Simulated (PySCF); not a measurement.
Gas-phase reaction: GeF3 + 2 CH2 ⇌ GeHF3 + C2H3 (vinyl)

Energies from PySCF (xtb for GFN2), thermal terms from the rigid-rotor harmonic-oscillator model, ideal gas at 1 bar. † marks an energy on the PBE0/def2-TZVP geometry and frequencies; other levels use their own. Open shells (unrestricted): GeF3 (multiplicity 2), CH2 (multiplicity 3), C2H3 (vinyl) (multiplicity 2); the rest are closed-shell singlets. GFN2 has no spin-polarisation term. B3LYP is the form with VWN-RPA correlation. Ge: all electrons, no relativistic terms. GeF3, GeHF3: computed as isolated molecules; such fragments, hydroxides, amides, oligomers or adducts are transient or little studied in the gas. The harmonic model lacks anharmonicity and excited electronic states, which grow with temperature; levels with a mode under 35 cm⁻¹ are left out.

```csv
level,"ΔE electronic, kJ","ΔH°(298 K), kJ","ΔS°(298 K), J/K","ΔG°(1200 K), kJ"
B3LYP/def2-TZVP†,-633,-614,-162,-415
BLYP/def2-TZVP†,-631,-612,-162,-413
GFN2-xTB,-824,-807,-175,-592
M06-2X/def2-TZVP†,-629,-610,-162,-411
PBE/def2-TZVP†,-639,-620,-162,-421
PBE0/def2-QZVP†,-626,-607,-162,-407
PBE0/def2-TZVP,-626,-607,-162,-408
r2SCAN/def2-TZVP†,-604,-584,-162,-385
LDA/def2-TZVP†,-738,-719,-162,-520
ωB97M-V/def2-TZVP†,-648,-628,-162,-429
ωB97X-V/def2-TZVP†,-664,-645,-162,-446
```
ΔH° is lowest at GFN2-xTB and highest at r2SCAN/def2-TZVP†. No reference value is set beside these.
